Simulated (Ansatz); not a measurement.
The first iterations of a band of GeH₄O (6 atoms, charge 0, multiplicity 1).

Theory: Ansatz 0.2.0, RKS PBE0-D4/def2-mTZVP.

* movable images: 7
* climbing image: yes
* spring: 5.0 eV/Å²
* optimiser: quadratic models (default)
* start path: through a guess of the saddle point
* force threshold: 0.05 eV/Å
* iteration limit: 60
* end points: relaxed

Image 0:

```xyz
6
Properties=species:S:1:pos:R:3
Ge 0.317 -0.018 0.052
O 0.660 -0.113 1.803
H -0.138 -0.174 2.339
H 1.702 0.054 -0.599
H -0.515 1.242 -0.261
H -0.453 -1.273 -0.408
```

Image 8:

```xyz
6
Properties=species:S:1:pos:R:3
Ge 0.036 0.293 -0.788
O 1.058 0.160 1.201
H 0.417 -0.270 1.783
H 1.787 -0.467 1.110
H -1.085 1.114 0.001
H -0.639 -1.110 -0.380
```

| iteration | highest image above the first end (eV) | largest band force component (eV/Å) |
| --- | --- | --- |
| 1 | 4.630 | 4.514 |
| 2 | 3.169 | 2.441 |
| 3 | 2.527 | 1.148 |

Question: Does the band converge within its limit, and where does its top end?

Answer: The forces met the threshold. It ended after 11 iterations with the highest image 2.621 eV above the first end. Beside the main top the profile has a ripple of under 15 meV (maxima at images 1, 5), which may be a very shallow well or noise. Neighbouring images differ by up to 1.3 eV, so the band resolves the path poorly. A vibrational analysis at the climbing image gives one clearly imaginary mode, 1499i cm⁻¹: a first-order saddle point. The orbitals stay closed-shell, which can raise the energy where a bond breaks towards radicals; this wasn't checked here.

The run took 2.3 min on 1 thread of Intel(R) Xeon(R) CPU @ 2.60GHz (Ice Lake), on a shared host, peak memory 0.16 GiB.
